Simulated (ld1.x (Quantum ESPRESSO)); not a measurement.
**An all-electron radial function and its pseudo partner (B (Z = 5))**

Columns: radius, all-electron u(r) and pseudo u(r) of the 2s shell (level -9.44 eV) of boron in the configuration [He] 2s2 2p1; PBE, scalar-relativistic, RRKJ scheme, ld1.x (Quantum ESPRESSO) 7.5.

```json
{"r (bohr)": "0.152", "all-electron": "0.3050", "pseudo": "-0.0601"}
{"r (bohr)": "0.305", "all-electron": "0.2116", "pseudo": "-0.1273"}
{"r (bohr)": "0.458", "all-electron": "0.0040", "pseudo": "-0.2080"}
{"r (bohr)": "0.610", "all-electron": "-0.2085", "pseudo": "-0.3062"}
{"r (bohr)": "0.762", "all-electron": "-0.3892", "pseudo": "-0.4196"}
{"r (bohr)": "0.915", "all-electron": "-0.5301", "pseudo": "-0.5350"}
{"r (bohr)": "1.068", "all-electron": "-0.6307", "pseudo": "-0.6309"}
{"r (bohr)": "1.220", "all-electron": "-0.6942", "pseudo": "-0.6942"}
{"r (bohr)": "1.372", "all-electron": "-0.7275", "pseudo": "-0.7275"}
{"r (bohr)": "1.525", "all-electron": "-0.7366", "pseudo": "-0.7366"}
{"r (bohr)": "1.678", "all-electron": "-0.7273", "pseudo": "-0.7273"}
{"r (bohr)": "1.830", "all-electron": "-0.7047", "pseudo": "-0.7047"}
{"r (bohr)": "1.982", "all-electron": "-0.6729", "pseudo": "-0.6729"}
{"r (bohr)": "2.135", "all-electron": "-0.6349", "pseudo": "-0.6349"}
{"r (bohr)": "2.288", "all-electron": "-0.5935", "pseudo": "-0.5935"}
{"r (bohr)": "2.440", "all-electron": "-0.5508", "pseudo": "-0.5508"}
{"r (bohr)": "2.592", "all-electron": "-0.5080", "pseudo": "-0.5080"}
{"r (bohr)": "2.745", "all-electron": "-0.4658", "pseudo": "-0.4658"}
{"r (bohr)": "2.898", "all-electron": "-0.4253", "pseudo": "-0.4253"}
{"r (bohr)": "3.050", "all-electron": "-0.3871", "pseudo": "-0.3871"}
{"r (bohr)": "3.202", "all-electron": "-0.3512", "pseudo": "-0.3512"}
{"r (bohr)": "3.355", "all-electron": "-0.3177", "pseudo": "-0.3177"}
{"r (bohr)": "3.508", "all-electron": "-0.2867", "pseudo": "-0.2867"}
{"r (bohr)": "3.660", "all-electron": "-0.2584", "pseudo": "-0.2584"}
{"r (bohr)": "3.812", "all-electron": "-0.2325", "pseudo": "-0.2325"}
{"r (bohr)": "3.965", "all-electron": "-0.2087", "pseudo": "-0.2087"}
```

Question: How many radial nodes do the two functions have?

Answer: The all-electron 2s function has n − l − 1 = 1; the pseudo-wave has 0, since the states of the same l below it are removed with the core.

Question: At about which radius was the pseudo-wave matched?

Answer: 1.20 bohr, where the columns begin to agree (steps of 0.15 bohr).

Question: Is the pseudo-wave norm-conserving?

Answer: Yes: the RRKJ scheme keeps the norm inside the radius equal to the all-electron one, which fixes the energy derivative of the logarithmic derivative at the level.
